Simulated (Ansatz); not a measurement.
`[CH3][In]([F])[O][SiH3]` + `[OH][Al]([O][SiH3])[O][SiH3]` → `[SiH3][O][Al]([O][SiH3])[O][SiH3]` + `[CH3][In]([OH])[F]`  (ligand exchange at the Si–O bond)

Gas-phase electronic energies from Ansatz, PBE0-D4/def2-TZVP geometries. CCSD(T)/CBS adds triple-zeta CCSD(T) − MP2 to the extrapolated MP2 energy (def2 sets, frozen cores). DFT in def2-TZVPP. B3LYP here is the variant with VWN-RPA as its local correlation; programs differ in this. HSE06 is defined as in plane-wave codes. Elements past krypton have def2 core potentials. For In outer-core shells are correlated without core-valence functions, which leaves a few kJ/mol of doubt a bond. One conformer a species, not always the lowest.

`[CH3][In]([F])[O][SiH3]`:

Cartesian coordinates in Å:
```
C 1.112 -0.771 -1.847
In 1.062 0.670 -0.294
F 2.388 2.079 -0.082
O -0.222 0.908 1.181
Si -1.593 0.214 1.711
H 0.095 -1.062 -2.103
H 1.618 -0.346 -2.711
H 1.662 -1.644 -1.496
H -1.407 -0.342 3.079
H -2.703 1.205 1.746
H -2.013 -0.910 0.816
```

`[OH][Al]([O][SiH3])[O][SiH3]`:

```xyz
13

O     0.200    1.883   -1.892
Al    0.087    0.638   -0.764
O    -0.172    1.031    0.837
Si   -0.423    1.732    2.280
O     0.229   -0.966   -1.229
Si    0.293   -2.588   -1.165
H     0.348    1.720   -2.821
H    -0.372    0.704    3.353
H    -1.757    2.388    2.308
H     0.622    2.755    2.547
H     1.600   -3.059   -1.695
H     0.142   -3.072    0.234
H    -0.798   -3.166   -1.993
```

`[SiH3][O][Al]([O][SiH3])[O][SiH3]`:

Cartesian coordinates in Å:
```
Si -2.193 0.819 -2.275
O -1.012 0.335 -1.271
Al 0.004 -0.005 0.008
O 1.420 -0.849 -0.253
Si 2.684 -1.670 -0.857
O -0.393 0.500 1.548
Si -0.492 0.852 3.130
H -1.601 1.521 -3.444
H -3.125 1.747 -1.579
H -2.960 -0.360 -2.755
H 3.949 -0.973 -0.505
H 2.711 -3.042 -0.287
H 2.587 -1.768 -2.339
H -0.771 2.302 3.306
H 0.783 0.522 3.821
H -1.592 0.068 3.751
```

`[CH3][In]([OH])[F]`:

Cartesian coordinates in Å:
```
C 0.552 -0.008 1.260
In -0.017 0.236 -0.773
O -1.474 -0.440 -1.920
F 1.073 1.384 -1.915
H 0.779 -1.056 1.453
H 1.433 0.602 1.447
H -0.263 0.307 1.911
H -2.083 -1.024 -1.461
```

Task: Is it downhill or uphill in electronic energy at CCSD(T)/CBS, and by how much? (Best estimate.)

Result: Ansatz gave: Nearly level: ΔE = -0.1 kcal/mol.

Task: What do these levels give: r2SCAN0-D4, BHLYP-D4, BLYP, B3LYP, r2SCAN0, HSE06, BHLYP, CCSD/def2-SVP, HF/def2-TZVPP, CCSD/def2-TZVPP, CCSD(T)/def2-TZVPP, HF/def2-QZVPP? (Best estimate.)

Result: Computed: r2SCAN0-D4 -0.6, BHLYP-D4 -0.9, BLYP -1.4, B3LYP -1.2, r2SCAN0 -0.5, HSE06 -0.6, BHLYP -0.9, CCSD/def2-SVP 0.5, HF/def2-TZVPP -0.6, CCSD/def2-TZVPP -0.3, CCSD(T)/def2-TZVPP -0.2, HF/def2-QZVPP -0.7 kcal/mol.

Largest T1 diagnostic among the species: 0.016.

At CCSD(T), def2-SVP lies +0.7 kcal/mol from the extrapolated value and def2-TZVPP −0.1 kcal/mol. Leaving LDA and LC-ωPBE aside and taking each functional with its dispersion term where it has one, the values, not all of them listed here, spread over 1.3 kcal/mol, from BLYP-D4 to PBE-QIDH.
